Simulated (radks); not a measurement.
Results of a calculation; reference values are marked as such.
Ionisation of Ca, [Ar] 4s2, to Ca+, [Ar] 4s1, under several functionals. Scalar-relativistic Kohn-Sham, spin-polarised, spherical densities, finite nucleus; open shells are filled with parallel spins first; a radial shooting solver on a logarithmic mesh with Libxc functionals.

functional                                      E(Ca) (hartree)  Exc (hartree)  IE (eV)  -e(HOMO) (eV)  <r> HOMO (bohr)  IE error (eV)
MS2 meta-GGA                                         -680.52632      -36.19098    5.977          3.893            4.094         -0.136
r2SCAN                                               -680.51084      -36.16433    5.832          3.832            4.079         -0.281
TASK exchange with Perdew-Wang LDA correlation       -680.24649      -35.88092    5.466          3.970            4.274         -0.647
exchange-only r2SCAN                                 -679.73433      -35.37092    5.040          3.293            4.214         -1.073

NIST Atomic Spectra Database: 6.113 eV (measured). Closest: MS2 meta-GGA. The Delta-SCF values span 0.94 eV, the total energies 0.79 hartree. The highest occupied level is 4s.
